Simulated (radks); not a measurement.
Values are calculated unless marked as measured or tabulated.
Q: These are the eigenvalues of the occupied orbitals of an atom or ion with whole-number occupations (hartree). Level of theory: Dirac Kohn-Sham, LDA (Slater exchange, Perdew-Wang correlation), spin-unpolarised, spherical densities, finite nucleus; Fermi nuclear charge, rms radius of each element as measured or else 0.836 A^(1/3) + 0.57 fm (a radial shooting solver on a logarithmic mesh with Libxc functionals).

| orbital | eigenvalue |
|---|---|
| 1s1/2 | -237.3668 |
| 2s1/2 | -29.00386 |
| 2p1/2 | -25.12306 |
| 2p3/2 | -24.74109 |
| 3s1/2 | -4.75539 |
| 3p1/2 | -3.63453 |
| 3p3/2 | -3.58438 |
| 3d3/2 | -1.79205 |
| 4s1/2 | -1.21802 |

Which element is it, and in what charge state? The configuration may be excited. Open shells, if any, fill j = l - 1/2 first.

A: Z = 25, manganese, charge +3: Mn3+ in [Ar] 3d3 4s1. The list shows which subshells hold electrons but not how many an open one holds; the 1s level, -237.37 hartree, gives Z - s = 21.8 by -(Z - s)^2/2, which with screening and relativity narrows Z to a few neighbours, and the depths of the outer levels then fix element, charge and occupations together.
